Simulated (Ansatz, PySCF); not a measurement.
C2H7OS, charge +1, singlet, at a GFN2-xTB geometry. Base run: BLYP/STO-3G in PySCF.

Geometry (Å):
```xyz
11

C      1.4017    -0.7548    -0.1314
S     -0.0263     0.1311     0.5132
C     -1.3372    -0.8371    -0.2509
O     -0.0203     1.3839    -0.4876
H      2.3061    -0.2366     0.1771
H      1.4106    -1.7570     0.2873
H      1.3548    -0.7960    -1.2159
H     -1.1938    -0.8726    -1.3270
H     -2.2944    -0.3748    -0.0235
H     -1.3225    -1.8392     0.1682
H     -0.0643     2.2596    -0.0821
```
Charge +1, spin multiplicity 1.
All else is at PySCF's defaults.

The same geometry, method and basis name were run in Ansatz (a program for electronic structure) and PySCF, at each program's defaults and at the settings that a row names. The base is PySCF at its defaults. Differences at the defaults can come from grids, fitting, cores and function types together.

```json
[
 {"code and settings": "PySCF, defaults (exact integrals, its default grid, spherical functions)", "ΔE vs base (mEh)": "0.000", "basis functions": "31", "E (Eh)": "-547.05045", "SCF cycles": "9"},
 {"code and settings": "Ansatz, defaults (factorised integrals, its default grid, spherical functions)", "ΔE vs base (mEh)": "0.005", "basis functions": "31", "E (Eh)": "-547.05045", "SCF cycles": "-"},
 {"code and settings": "PySCF, density fitting with def2-universal-jkfit", "ΔE vs base (mEh)": "…", "basis functions": "31", "E (Eh)": "…", "SCF cycles": "9"},
 {"code and settings": "PySCF, fine grid", "ΔE vs base (mEh)": "0.004", "basis functions": "31", "E (Eh)": "-547.05045", "SCF cycles": "9"},
 {"code and settings": "Ansatz, high accuracy", "ΔE vs base (mEh)": "0.005", "basis functions": "31", "E (Eh)": "-547.05045", "SCF cycles": "-"}
]
```

Q: Complete the blanks.

A: 
- PySCF, density fitting with def2-universal-jkfit, ΔE vs base (mEh): -1.826
- PySCF, density fitting with def2-universal-jkfit, E (Eh): -547.05228
